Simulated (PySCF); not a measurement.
B(Me)(OMe)(SiH3) (C2H9BOSi), SMILES [SiH3]B(C)OC.

Coordinates come from a B3LYP-D3(BJ)/def2-SVP optimisation. This is a generated structure with no PubChem entry under its InChIKey; it may be hypothetical. Other conformers were not sampled.

Computed with TDDFT-PBE/def2-SVPD (PySCF).

Vertical excitations. 

```csv
state,energy (eV),λ (nm),f,main pairs
S1,4.93,251,0.006,HOMO→LUMO 99 %
S2,6.03,206,0.026,HOMO→LUMO+1 100 %
S3,6.48,191,0.024,HOMO→LUMO+2 93 %
S4,6.52,190,0.002,HOMO−2→LUMO 99 %
S5,6.70,185,0.038,"HOMO−1→LUMO 69 %, HOMO−3→LUMO 20 %"
S6,6.84,181,0.055,"HOMO→LUMO+3 60 %, HOMO−1→LUMO 19 %, HOMO−3→LUMO 18 %"
S7,6.90,180,0.001,HOMO−4→LUMO 98 %
S8,7.03,176,0.062,"HOMO−3→LUMO 44 %, HOMO→LUMO+3 23 %, HOMO→LUMO+6 17 %, HOMO−1→LUMO 7 %"
S9,7.08,175,0.003,HOMO→LUMO+4 91 %
S10,7.15,173,0.000,HOMO→LUMO+5 97 %
T1,4.24,293,0,HOMO→LUMO 99 %
T2,5.72,217,0,HOMO−1→LUMO 97 %
T3,5.91,210,0,HOMO→LUMO+1 99 %
T4,6.13,202,0,"HOMO→LUMO+2 78 %, HOMO−3→LUMO 16 %"
```
Triplets are in the Tamm–Dancoff approximation, which puts them higher than full response would, so one can lie above its singlet here.
